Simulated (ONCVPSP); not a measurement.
Before and after: ONCV potential for Cu

```
Element                 : Cu (Z = 29)
Generator               : ONCVPSP 4.0.1
Type                    : optimised norm-conserving Vanderbilt (ONCV)
Functional              : LDA (Perdew-Wang 92)
Relativity              : scalar-relativistic
Frozen core             : [Ne]
Valence charge          : 19
Reference configuration : 3s2 3p6 3d10 4s1
Partial waves           : 3s+4s: rc 1.25 bohr, ncon 4, nbas 8, qcut 8.7 1/bohr, 2 projectors; 3p: rc 0.70 bohr, ncon 5, nbas 8, qcut 10.1 1/bohr, 2 projectors, debl 1.1 Ha; 3d: rc 1.20 bohr, ncon 3, nbas 8, qcut 14.9 1/bohr, 1 projector
Local potential         : polynomial inside 0.60 bohr (lpopt 5, dvloc0 0 Ha)
Core correction         : Teter function, fcfact 5.75, rcfact 1.25
```

In the p channel the program set the typed energies aside and used -2.647, 0.250 Ha.

All-electron outer shells of the reference configuration (LDA (PZ), scalar-relativistic, ld1.x):

```json
{"shell": "2p", "level (eV)": "-916.44", "outermost node (bohr)": "–", "outermost maximum (bohr)": "0.16"}
{"shell": "3s", "level (eV)": "-114.15", "outermost node (bohr)": "0.29", "outermost maximum (bohr)": "0.61"}
{"shell": "3p", "level (eV)": "-72.03", "outermost node (bohr)": "0.26", "outermost maximum (bohr)": "0.62"}
{"shell": "3d", "level (eV)": "-5.32", "outermost node (bohr)": "–", "outermost maximum (bohr)": "0.60"}
{"shell": "4s", "level (eV)": "-4.87", "outermost node (bohr)": "0.89", "outermost maximum (bohr)": "2.24"}
```

Change: p: rc 1.

Cutoffs: the cutoffs (Ha) at which the residual kinetic energy of the hardest occupied pseudo-wave falls to 1 and 0.1 mHa per electron; they do not see the model core or the augmentation charge, which bear on the density cutoff. Errors are all-electron minus pseudo energies relative to the spin-unpolarised reference configuration.

Problem. Predict the effect on cutoff, ghosts and configuration errors.

Solution. The potential gets softer (257 Ha and 360 Ha → 78 Ha and 89 Ha); the errors of the 3 common tests hardly move; neither file shows a bound ghost. A larger radius leaves more room for a smooth pseudo-wave, so fewer plane waves are needed.

```tsv
quantity	base	changed
cutoff, loose	257 Ha	78 Ha
cutoff, tight	360 Ha	89 Ha
loose cutoff by channel	s 24 Ha, p 257 Ha, d 78 Ha	s 24 Ha, p 43 Ha, d 78 Ha
bound ghosts	none	none
GHOST(+) flags under 300 eV	s at 282.9 eV	s at 282.9 eV
tests with a reliable result	3 of 4	3 of 4
error for 3s2 3p6 3d10 4s0, meV [ΔE 8.43 eV]	+2.3	+2.3
error for 3s2 3p6 3d9 4s0, meV [ΔE 30.12 eV]	-5.4	-5.4
error for 3s2 3p6 3d10 4s0 4p1, meV [ΔE 4.26 eV]	+1.0	+1.0
s: phases at 1.27 bohr within 0.05 rad from the reference energy up to (Ha; the scan ends near 5)	to the end of the scan	to the end of the scan
d: phases at 1.21 bohr within 0.05 rad from the reference energy up to (Ha; the scan ends near 5)	2.8	2.8
rms error of d²Exc/dni dnj with the model core, mHa	1.05	1.02
```
